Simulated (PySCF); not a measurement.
F2H6Si3, SMILES [Si]([SiH3])(F)([SiH3])F.

Coordinates come from a ωB97X-D3(BJ)/def2-SVP optimisation.

Calculation: HF/def2-TZVP (PySCF).

Symmetry labels are those of the subgroup C2v that the program uses (full group C2v).

Question: List the valence orbital energies around the gap with their symmetry. (An estimate is asked for; the answer gives what the named calculation found.)

Answer: 
```json
[
 {"orbital": "HOMO−7", "symmetry": "A2", "energy (eV)": "-17.89"},
 {"orbital": "HOMO−6", "symmetry": "B2", "energy (eV)": "-17.40"},
 {"orbital": "HOMO−5", "symmetry": "A1", "energy (eV)": "-14.01"},
 {"orbital": "HOMO−4", "symmetry": "B2", "energy (eV)": "-13.66"},
 {"orbital": "HOMO−3", "symmetry": "B1", "energy (eV)": "-13.52"},
 {"orbital": "HOMO−2", "symmetry": "A2", "energy (eV)": "-13.51"},
 {"orbital": "HOMO−1", "symmetry": "A1", "energy (eV)": "-13.44"},
 {"orbital": "HOMO", "symmetry": "B1", "energy (eV)": "-10.66"},
 {"orbital": "LUMO", "symmetry": "A1", "energy (eV)": "2.16"},
 {"orbital": "LUMO+1", "symmetry": "B2", "energy (eV)": "2.55"},
 {"orbital": "LUMO+2", "symmetry": "A1", "energy (eV)": "3.19"},
 {"orbital": "LUMO+3", "symmetry": "A2", "energy (eV)": "3.93"}
]
```
